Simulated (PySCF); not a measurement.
```xyz
6

S      1.5832    -0.4871    -0.4761
Ge    -0.5528    -0.0570    -0.0226
H      2.0547     0.4910     0.3159
H     -1.3389    -1.0844    -0.8379
H     -0.9171     1.3685    -0.4552
H     -0.8290    -0.2310     1.4758
```

Charge 0, multiplicity 1.

### Question
Give the Mulliken and meta-Löwdin atomic charges from r2SCAN-D4/def2-TZVP (PySCF).

### Answer

```
atom  Mulliken (e)  meta-Löwdin (e)
----  ------------  ---------------
S1           -0.38            -0.30
Ge2           0.18             0.33
H3            0.16             0.11
H4            0.02            -0.04
H5            0.01            -0.05
H6            0.01            -0.05
```
